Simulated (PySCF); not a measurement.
# C3H11FSi3: full NMR table

```yaml
Formula: C3H11FSi3
SMILES: F[C@H]1[SiH2]CC[SiH2][SiH2]1
InChI: InChI=1S/C3H11FSi3/c4-3-5-1-2-6-7-3/h3H,1-2,5-7H2/t3-/m0/s1
Point_group_of_the_computed_structure: C1
Degrees_of_unsaturation: 1
Carbon_signals: 3
Proton_signals: 11
```

Atoms are numbered as in `[F:1][C@H:2]1[SiH2:3][CH2:4][CH2:5][SiH2:6][SiH2:7]1` (H(Xn): hydrogen on atom n). Ha(Si3), Ha(C4), Ha(C5), Ha(Si6), Ha(Si7) are cis to F1 on the ring; Hb(Si3), Hb(C4), Hb(C5), Hb(Si6), Hb(Si7) are trans to F1 on the ring.

[PySCF 2.14.0 with density-fitted response routines: GIAO PBE0/pcSseg-1 shieldings; geometry: GFN2-xTB; non-relativistic; no solvent; single conformer]

Shifts are taken against calculated references (same method and geometry level): 1H (31.72 ppm) and 13C (186.93 ppm) and 29Si (349.16 ppm) against TMS; 19F (170.95 ppm) vs CFCl3.

| carbon | δC, type | δH (multiplicity) | HMBC from (2–3 bonds) | span of the C tensor (ppm) |
| --- | --- | --- | --- | --- |
| C2 | 80.9, CH | 5.63 (m) | Ha(Si3), Ha(Si7), Ha(Si6), Hb(Si7), Hb(Si3), Hb(Si6), Ha(C4), Hb(C4) | 148 |
| C4 | 6.1, CH2 | Hb(C4) 1.22 (m); Ha(C4) 1.25 (m) | H(C2), Ha(Si3), Ha(Si6), Hb(Si3), Hb(Si6), Ha(C5), Hb(C5) | 27 |
| C5 | 8.2, CH2 | Ha(C5) 1.70 (m); Hb(C5) 0.97 (m) | Ha(Si3), Ha(Si7), Ha(Si6), Hb(Si7), Hb(Si3), Hb(Si6), Ha(C4), Hb(C4) | 23 |

Other nuclei:
| atoms | nucleus | environment | δ (ppm) | σ (ppm) |
| --- | --- | --- | --- | --- |
| Ha(Si3) | 1H | hydrogen on a silicon bonded to 2 C, in a 6-membered ring | 4.43 | 27.29 |
| Ha(Si7) | 1H | hydrogen on a silicon bonded to C, Si, in a 6-membered ring | 4.28 | 27.44 |
| Ha(Si6) | 1H | hydrogen on a silicon bonded to C, Si, in a 6-membered ring | 4.15 | 27.56 |
| Hb(Si7) | 1H | hydrogen on a silicon bonded to C, Si, in a 6-membered ring | 4.10 | 27.62 |
| Hb(Si3) | 1H | hydrogen on a silicon bonded to 2 C, in a 6-membered ring | 4.09 | 27.63 |
| Hb(Si6) | 1H | hydrogen on a silicon bonded to C, Si, in a 6-membered ring | 3.92 | 27.80 |
| F1 | 19F | fluorine on an sp3 carbon | -291.5 | 462.4 |
| Si3 | 29Si | silicon bonded to 2 C, 2 H, in a 6-membered ring | -42.4 | 391.5 |
| Si7 | 29Si | silicon bonded to C, Si, 2 H, in a 6-membered ring | -79.8 | 429.0 |
| Si6 | 29Si | silicon bonded to C, Si, 2 H, in a 6-membered ring | -80.4 | 429.5 |

- Carbon types of the structure: 1 × CH, 2 × CH2, leaving 6 H on heteroatoms.
- δC 80.9: sp3 CH bonded to F and 2 Si; pulled downfield by the heteroatom.
- δC 8.2, 6.1: sp3 CH2 bonded to Si; an electropositive neighbour leaves it electron-rich and shielded.
- δH 5.63: hydrogen on an sp3 CH bonded to F and 2 Si; its carbon carries F, hence the downfield position.
- δH 4.43, 4.09: hydrogen on a silicon bonded to 2 C, in a 6-membered ring.
- δH 4.28, 4.15, 4.10, 3.92: hydrogen on a silicon bonded to C, Si, in a 6-membered ring.

Splittings by 19F in the carbon and heteronuclear signals aren't shown, as no couplings were computed. Shifts are as computed. Against solution values, carbons near 30 ppm lie about +3 ppm off and those near 130 ppm about +5 ppm. Of 1211 compounds with measured shifts, 218 miss one by over three times the rms of a fit or turn the order of signals round; such compounds aren't used in these exercises. Unscaled 19F shifts against computed CFCl3 carry errors that often reach 10 to 50 ppm. Multiplicities follow the n + 1 count of equivalent neighbours, as no J values were calculated; m marks all less simple cases, F and P coupling included.
